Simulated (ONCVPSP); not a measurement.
**Configuration tests for strontium (ONCV)**

ONCVPSP 4.0.1 input, shortened (lines: element, Z, core and valence counts, functional; n l f; lmax; l rc ep ncon nbas qcut; lloc lpopt rc5 dvloc0; l nproj debl; icmod fcfact rcfact), PBEsol, scalar-relativistic:

```
  Sr 38.00    6    3  -116133      upf
    1    0    2.00
    2    0    2.00
    2    1    6.00
    3    0    2.00
    3    1    6.00
    3    2   10.00
    4    0    2.00
    4    1    6.00
    5    0    0.50
    2
    0    1.85    0.00    4    8    8.30
    1    2.05    0.00    4    8    7.00
    2    1.70    0.24    4    7    5.30
    2    5    1.70    0.00
    0    2    1.00
    1    1    3.20
    2    0    2.30
    3    4.25    1.45
```

In the d channel the program set the typed energies aside and used 0.050 Ha.

Energies are relative to the spin-unpolarised reference configuration 4s2 4p6 5s0.5; without spin polarisation the order of configurations can differ from experiment.

Problem. Give the all-electron excitation energy and the error of the potential for: 4s2 4p6 5s2; 4s2 4p6 5s1; 4s2 4p6 5s0; 4s2 4p6 4d1 5s1.

Solution.

| valence configuration | charge | ΔE all-electron (eV) | error AE − PS (meV) |
| --- | --- | --- | --- |
| 4s2 4p6 5s2 | 0 | -10.697 | +0.7 |
| 4s2 4p6 5s1 | +1 | -4.801 | +0.3 |
| 4s2 4p6 5s0 | +2 | 6.094 | -0.4 |
| 4s2 4p6 4d1 5s1 | 0 | -8.365 | +1.9 |
